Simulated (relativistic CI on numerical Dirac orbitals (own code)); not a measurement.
d1 to d9 in one octahedral field

Computed with a parametric ligand-field model without spin-orbit coupling, by exact diagonalisation: B = 560, C = 2360, 10Dq = 22200 cm⁻¹ (Oh; |10Dq|/B = 39.6) for every shell. Energies in cm⁻¹; the field energy is (0.6 n_e − 0.4 n_t2) × 10Dq of the ground term; g labels are left out.

| Shell | Ground term | Electrons in e | Field energy | First spin-allowed bands | Lowest term of other spin |
| --- | --- | --- | --- | --- | --- |
| d1 | 2T2 | 0.000 | -8880 | 2E 22200 |  |
| d2 | 3T1 | 0.015 | -17437 | 3T2 20928, 3T1 28057 | 1T2 8316 |
| d3 | 4A2 | 0.000 | -26640 | 4T2 22200, 4T1 28286 | 2E 11401 |
| d4 | 3T1 | 0.023 | -35017 | 3E 20019, 3T1 20613 | 1T2 6932 |
| d5 | 2T2 | 0.042 | -43477 | 2A2 19278, 2T1 19475 | 4T1 11046 |
| d6 | 1A1 | 0.031 | -52586 | 1T1 20576, 1T2 28243 | 3T1 15542 |
| d7 | ? | ? | ? | ? | ? |
| d8 | 3A2 | 2.000 | -26640 | 3T2 22200, 3T1 28286 | 1E 9116 |
| d9 | 2E | 3.000 | -13320 | 2T2 22200 |  |

Fill in the row of d7.

Ground term: 2E; Electrons in e: 1.022; Field energy: -39473; First spin-allowed bands: 2T1 20439, 2T2 20993; Lowest term of other spin: 4T1 10775. Low spin: d4, d5, d6, d7; the other shells keep the spin of the free ion. Only d4 to d7 can choose; the field needed to pair spins is smallest for d6 and largest for d5, which loses most exchange energy. In the strong-field picture 10Dq must exceed about 6B + 5C = 15160 (d4), 7.5B + 5C = 16000 (d5), 2.5B + 4C = 10840 (d6) and 4B + 4C = 11680 (d7); mixing of terms shifts these bounds somewhat.
